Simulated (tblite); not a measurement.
C6H5N2 (doublet state).
Numbering: `[CH:1]#[C:2]/[CH:3]=[N:4]\[CH2:5][CH:6][C:7]#[N:8]` (hydrogens: H9 on C1; H10 on C3; H11, H12 on C5; H13 on C6)

The geometry is computed with GFN2-xTB (gas phase). This method treats the open shell by occupation alone, without spin polarisation.

Problem. Give the optimised bond lengths and angles.

Solution. 
```
  bond  length (Å)   order
 C1≡C2       1.202  triple
 C2–C3       1.417  single
 C3=N4       1.262  double
 N4–C5       1.440  single
 C5–C6       1.486  single
 C6–C7       1.364  single
 C7≡N8       1.161  triple
 C1–H9       1.050  single
C3–H10       1.086  single
C5–H11       1.106  single
C5–H12       1.093  single
C6–H13       1.078  single
```

Orders are formal, as drawn. A selection of angles:
```
   angle  degrees
C1–C2–C3    177.0
C2–C3–N4    127.2
C3–N4–C5    122.1
N4–C5–C6    111.6
C5–C6–C7    122.1
C6–C7–N8    179.3
```

Dihedral angles: C2–C3–N4–C5 -1° (synperiplanar); C3–N4–C5–C6 -86° (synclinal); N4–C5–C6–C7 50° (synclinal). The mirror-image conformer, all signs reversed, is as good.

The 4 C–C bonds span 1.202 Å (C1≡C2, drawn triple) to 1.486 Å (C5–C6, drawn single), a spread of 0.284 Å. C3 (carbon bonded to C, N and H) is planar (angles 127.2°, 116.7° and 116.1°, sum 360.0°, 0.00 Å off the plane of its three neighbours). Of the pairs four or more bonds apart, C2···H11 is among the closest relative to their van der Waals radii: 2.59 Å, 89 % of the sum of Bondi's values. C6 (carbon bonded to 2 C and H) is planar (angles 122.1°, 119.6° and 118.2°, sum 359.9°, 0.02 Å off the plane of its three neighbours). The C–N distances run from 1.161 Å (C7≡N8, drawn triple) to 1.440 Å (N4–C5, drawn single), a spread of 0.279 Å.

Point group: C1 (no symmetry element, even within 0.4 Å). Its lowest GFN2-xTB frequency is 15 cm⁻¹, too small to tell a flat minimum from a shallow saddle.

On Arm Neoverse V2, one thread, no GPU, shared host, this took 0.39 s of wall time. This is the geometry optimisation.
